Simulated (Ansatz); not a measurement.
`C[SiH](C)[S]` radical. The species carries charge 0 and has multiplicity 2. The geometry is a stationary point of PBE0-D4/def2-TZVP.

```xyz
11

C     1.265    0.746    0.630
Si    0.207   -0.098   -0.654
C    -1.499   -0.504    0.009
S     1.029   -1.972   -1.264
H     1.355    0.126    1.525
H     0.824    1.706    0.915
H     2.269    0.936    0.246
H     0.090    0.782   -1.851
H    -1.436   -1.175    0.868
H    -1.983    0.423    0.331
H    -2.121   -0.971   -0.755
```

Task: What is the dipole moment at B3LYP/def2-TZVPP? (Best estimate.)

Result: Ansatz gave: 1.91 D, with components (-0.79, 1.31, 1.15) D in this frame, pointing from negative to positive charge.

Task: And with PBE, r2SCAN, ωB97M-V? (Estimate.)

Result: Computed: PBE 2.05 D, r2SCAN 2.02 D, ωB97M-V 1.83 D.

Task: Give the Mulliken charges with B3LYP, r2SCAN, ωB97M-V in def2-TZVPP. (Estimate.)

Result: The calculation gave: 
| atom | B3LYP | r2SCAN | ωB97M-V |
| --- | --- | --- | --- |
| C1 | -0.37 | -0.29 | -0.43 |
| Si2 | 0.46 | 0.46 | 0.38 |
| C3 | -0.39 | -0.31 | -0.45 |
| S4 | -0.24 | -0.25 | -0.19 |
| H5 | 0.10 | 0.08 | 0.12 |
| H6 | 0.10 | 0.07 | 0.12 |
| H7 | 0.10 | 0.07 | 0.12 |
| H8 | -0.09 | -0.09 | -0.04 |
| H9 | 0.11 | 0.08 | 0.13 |
| H10 | 0.11 | 0.08 | 0.12 |
| H11 | 0.12 | 0.09 | 0.13 |

B3LYP here is the variant with VWN-RPA as its local correlation; programs differ in this.
